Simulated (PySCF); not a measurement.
**Magnetic susceptibility: `Cc1ccc[n+]([O-])c1`, C$_{6}$H$_{7}$NO**

Molfile (atoms numbered from 1):
```
C6H7NO
     RDKit          3D

 15 15  0  0  0  0  0  0  0  0999 V2000
    2.2081   -0.0904   -0.1124 C   0  0  0  0  0  0  0  0  0  0  0  0
    0.7137   -0.0629   -0.0493 C   0  0  0  0  0  0  0  0  0  0  0  0
   -0.0302   -1.2397   -0.0239 C   0  0  0  0  0  0  0  0  0  0  0  0
   -1.4103   -1.1500    0.0528 C   0  0  0  0  0  0  0  0  0  0  0  0
   -2.0229    0.0794    0.1032 C   0  0  0  0  0  0  0  0  0  0  0  0
   -1.3045    1.2263    0.0805 N   0  0  0  0  0  0  0  0  0  0  0  0
   -1.8745    2.3426    0.1254 O   0  0  0  0  0  0  0  0  0  0  0  0
    0.0443    1.1420    0.0036 C   0  0  0  0  0  0  0  0  0  0  0  0
    2.5524   -0.9547   -0.6747 H   0  0  0  0  0  0  0  0  0  0  0  0
    2.6180   -0.1600    0.8950 H   0  0  0  0  0  0  0  0  0  0  0  0
    2.5943    0.8143   -0.5736 H   0  0  0  0  0  0  0  0  0  0  0  0
    0.4612   -2.1983   -0.0662 H   0  0  0  0  0  0  0  0  0  0  0  0
   -2.0195   -2.0398    0.0709 H   0  0  0  0  0  0  0  0  0  0  0  0
   -3.0925    0.2075    0.1609 H   0  0  0  0  0  0  0  0  0  0  0  0
    0.5580    2.0918   -0.0141 H   0  0  0  0  0  0  0  0  0  0  0  0
  1  2  1  0
  2  3  1  0
  3  4  2  0
  4  5  1  0
  5  6  2  0
  6  7  1  0
  6  8  1  0
  8  2  2  0
  1  9  1  0
  1 10  1  0
  1 11  1  0
  3 12  1  0
  4 13  1  0
  5 14  1  0
  8 15  1  0
M  CHG  2   6   1   7  -1
M  END
```

Method used: PySCF, GIAO CAM-B3LYP/pcSseg-1 magnetisability, rotational g tensor and spin-rotation constants, non-relativistic, gas phase. Geometry: GFN2-xTB.

What are the magnetisability and the molar susceptibility?

Isotropic -1043 × 10⁻³⁰ J/T², or -62.8 × 10⁻⁶ cm³/mol; principal values -1532, -844, -754 × 10⁻³⁰ J/T², anisotropy 737 × 10⁻³⁰ J/T² (root of half the summed squared differences of the principal values). The susceptibility is in cgs units.

Split it along the inertial axes a, b, c into diamagnetic and paramagnetic parts about the centre of mass, with the quadrupole moment.


```csv
axis,χ (10⁻⁶ cm³/mol),diamagnetic (10⁻⁶ cm³/mol),paramagnetic (10⁻⁶ cm³/mol),summed x² of all electrons (Å²),quadrupole Θ (D Å)
a,-49.9,-409.7,359.8,158.8,-4.61
b,-46.3,-724.0,677.7,84.7,+7.03
c,-92.3,-1032.8,940.6,11.9,-2.42
```
Anisotropies 2χaa − χbb − χcc = +38.8 and 2χbb − χaa − χcc = +49.5 × 10⁻⁶ cm³/mol. Θ is traceless in Buckingham's convention.

And the rotational g tensor?


```tsv
axis	rotational constant (GHz)	g	nuclear part	electronic part
a	3.8661	-0.0586	0.5948	-0.6534
b	1.9157	-0.0384	0.5715	-0.6099
c	1.2912	+0.0053	0.5759	-0.5705
```
Asymmetric top; isotopes 12C, 1H, 14N, 16O; no vibrational averaging.
